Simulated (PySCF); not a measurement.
# Correlation energy of S³⁺ (sulfur, charge +3)

[Ne] 3s2 3p1, 2P determinant. All numbers are calculated (PySCF 2.14, no relativity, point nucleus, in aug-cc-pV(Q+d)Z). Frozen: [Ne]; 3 electrons correlated.

```json
{"level": "CCSD", "correlation energy (mhartree)": "-72.47"}
{"level": "(T)", "correlation energy (mhartree)": "-1.12"}
{"level": "CCSD(T)", "correlation energy (mhartree)": "-73.59"}
```

Diagnostics: T1 = 0.011, D1 = 0.0241, largest double amplitude 0.107.

Cost of the coupled-cluster step: roughly 14 core-seconds, for 3 correlated electrons.

Iterations:

```
CC2 = 0
CCSD nocc = (np.int64(2), np.int64(1)), nmo = (84, 84)
frozen orbitals [[0, 1, 2, 3, 4], [0, 1, 2, 3, 4]]
max_cycle = 100
direct = 0
conv_tol = 1e-08
conv_tol_normt = 1e-06
diis_space = 8
diis_start_cycle = 0
Init t2, MP2 energy = -0.0532955997318101
Init E_corr(UCCSD) = -0.0532955997321389
cycle = 1  E_corr(UCCSD) = -0.0651067557477639  dE = -0.011811156  norm(t1,t2) = 0.0474086
cycle = 2  E_corr(UCCSD) = -0.0693747383433379  dE = -0.0042679826  norm(t1,t2) = 0.0203301
cycle = 3  E_corr(UCCSD) = -0.0724752926852759  dE = -0.00310055434  norm(t1,t2) = 0.00932324
cycle = 4  E_corr(UCCSD) = -0.0724530477794832  dE = 2.22449058e-05  norm(t1,t2) = 0.00103932
cycle = 5  E_corr(UCCSD) = -0.072473760932272  dE = -2.07131528e-05  norm(t1,t2) = 0.000117911
cycle = 6  E_corr(UCCSD) = -0.0724668231263893  dE = 6.93780588e-06  norm(t1,t2) = 2.13897e-05
cycle = 7  E_corr(UCCSD) = -0.0724693526284402  dE = -2.52950205e-06  norm(t1,t2) = 6.75467e-06
cycle = 8  E_corr(UCCSD) = -0.0724688101998111  dE = 5.42428629e-07  norm(t1,t2) = 1.7113e-06
cycle = 9  E_corr(UCCSD) = -0.0724687744891877  dE = 3.57106234e-08  norm(t1,t2) = 1.82358e-07
cycle = 10  E_corr(UCCSD) = -0.0724687902304968  dE = -1.5741309e-08  norm(t1,t2) = 5.76542e-08
cycle = 11  E_corr(UCCSD) = -0.072468788209276  dE = 2.02122079e-09  norm(t1,t2) = 2.70802e-08
UCCSD converged
E(UCCSD) = -395.1552428225997  E_corr = -0.07246878820927598
UCCSD(T) correction = -0.00111902512195862
```
